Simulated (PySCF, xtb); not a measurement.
Ge(Cl)(SH)3 (ClGeH₃S₃), SMILES [SH][Ge]([SH])([SH])[Cl].

GFN2-xTB (xtb) at its own geometry gives an orbital gap of 2.87 eV and a dipole moment of 1.69 D.

The structure is a stationary point at ωB97X-D3(BJ)/def2-SVP. This is a generated structure with no PubChem entry under its InChIKey; it may be hypothetical. Other conformers were not sampled.

Question: What does r2SCAN/def2-TZVP in PySCF give? (An estimate is asked for; the answer gives what the named calculation found.)

Answer: gap 4.61 eV (levels -6.81 and -2.20 eV), dipole 2.50 D.
